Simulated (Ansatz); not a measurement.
Relaxation of CH6AlFSi (10 atoms, charge 0, multiplicity 1), to a largest force component of 0.015 eV/Å in at most 40 steps.

All numbers below come from Ansatz, RKS PBE0-D4/def2-SVP.

```xyz
10
Properties=species:S:1:pos:R:3:forces:R:3
C 0.049 1.320 -1.291 -1.28 1.18 0.13
Al 0.761 0.263 0.169 -2.10 0.77 1.83
F -0.084 0.262 1.725 1.02 0.01 -1.95
Si 2.713 -0.947 -0.046 0.47 -1.53 -1.02
H 0.642 1.263 -2.222 -0.05 -0.03 0.15
H -1.024 1.023 -1.537 1.01 0.27 0.20
H -0.014 2.430 -0.984 0.09 -1.33 -0.39
H 3.734 -0.473 0.865 0.76 0.18 0.59
H 2.455 -2.438 0.160 0.17 0.43 0.06
H 3.230 -0.827 -1.474 -0.10 0.05 0.39
```

Problem. Where does it end, and by what steps?

Solution. The run converged. After 6 steps the energy has fallen by 0.336 eV; H10 moved furthest, 0.23 Å.

```tsv
step	energy less start (eV)	largest force component (eV/Å)	accepted
0	0.0000	2.097	yes
1	-0.2802	1.252	yes
2	-0.3286	0.137	yes
3	-0.3341	0.046	yes
4	-0.3351	0.024	yes
5	-0.3357	0.018	yes
6	-0.3359	0.012	yes
```

```xyz
10
Properties=species:S:1:pos:R:3
C -0.060 1.406 -1.298
Al 0.747 0.312 0.091
F -0.031 0.271 1.574
Si 2.789 -1.032 -0.049
H 0.494 1.367 -2.249
H -1.097 1.083 -1.495
H -0.115 2.461 -0.979
H 3.813 -0.565 0.941
H 2.511 -2.475 0.242
H 3.408 -0.953 -1.412
```

The run took 15 s on 2 threads of Arm Neoverse V2, with other jobs on the host, peak memory 0.18 GiB.
